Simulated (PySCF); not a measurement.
Field gradients at the hydrogen positions

C₇H₉FO.
Geometry (GFN2-xTB, Å), atoms numbered from 1 in this order:
```
atom  x, y, z in Å
O1     1.0646    0.2839    2.3576
C2     1.2321    0.2261    1.1757
C3     2.3312    0.6862    0.2434
C4     1.4313    0.3172   -0.9498
C5     0.3856   -0.2857    0.0166
C6    -1.0238    0.2394   -0.0542
C7    -2.1069   -0.4462    0.7381
C8    -2.0857   -0.5599   -0.7497
F9    -1.7335   -1.7612   -1.2930
H10    3.2376    0.0903    0.3337
H11    2.6001    1.7360    0.3452
H12    1.0580    1.1826   -1.4927
H13    1.8608   -0.3865   -1.6578
H14    0.3679   -1.3776   -0.0057
H15   -1.0893    1.3165   -0.1531
H16   -2.8786    0.1487    1.1991
H17   -1.8247   -1.3203    1.3036
H18   -2.8353   -0.0830   -1.3686
```

Level: PBE0/pcSseg-1 (PySCF, non-relativistic); Q(2H) = 0.00286 b; rigid geometry, the same for H and D, with no vibrational averaging.

Question: Rank these positions by the coupling χzz of a deuteron there, largest first.
A. H15 (methine hydrogen)
B. H12 (methylene hydrogen)
C. H16 (methylene hydrogen)
D. H14 (methine hydrogen)

Answer: C (224 kHz), A (215 kHz), B (210 kHz), D (202 kHz).

Question: Give the electric field gradient Vzz (the principal value of largest size), its asymmetry and the 2H coupling at each hydrogen.

Answer: 
| atom | bonded to | bond length (Å) | Vzz (au) | η | χzz (kHz) |
| --- | --- | --- | --- | --- | --- |
| H10 | C3 | 1.089 | 0.3144 | 0.01 | 211 |
| H11 | C3 | 1.088 | 0.3146 | 0.01 | 211 |
| H12 | C4 | 1.088 | 0.3129 | 0.01 | 210 |
| H13 | C4 | 1.087 | 0.3152 | 0.01 | 212 |
| H14 | C5 | 1.092 | 0.3008 | 0.05 | 202 |
| H15 | C6 | 1.084 | 0.3197 | 0.10 | 215 |
| H16 | C7 | 1.078 | 0.3339 | 0.07 | 224 |
| H17 | C7 | 1.079 | 0.3312 | 0.08 | 223 |
| H18 | C8 | 1.083 | 0.3154 | 0.13 | 212 |

Question: How does χzz go with the bond length over the 9 C–H bonds?

Answer: A straight-line fit has a slope of -13.2 kHz for each 0.01 Å, with a correlation coefficient of -0.94, over lengths from 1.078 to 1.092 Å. The longer bonds have the smaller couplings here.

Question: A static deuteron (I = 1) shows a doublet split by (3/2)χ, (3/4)χ(1 + η) and (3/4)χ(1 − η) with the field along z, y and x of the gradient. What are these for H13?

Answer: With |χ| = 211.8 kHz and η = 0.011: 318, 161 and 157 kHz, to first order and without motion.

Isolated species at its GFN2-xTB geometry (one conformer only). GFN2-xTB bond lengths can be off by several hundredths of an ångström, more for odd bonds, and the gradients follow them. With so small a basis the couplings can be 20 % off.
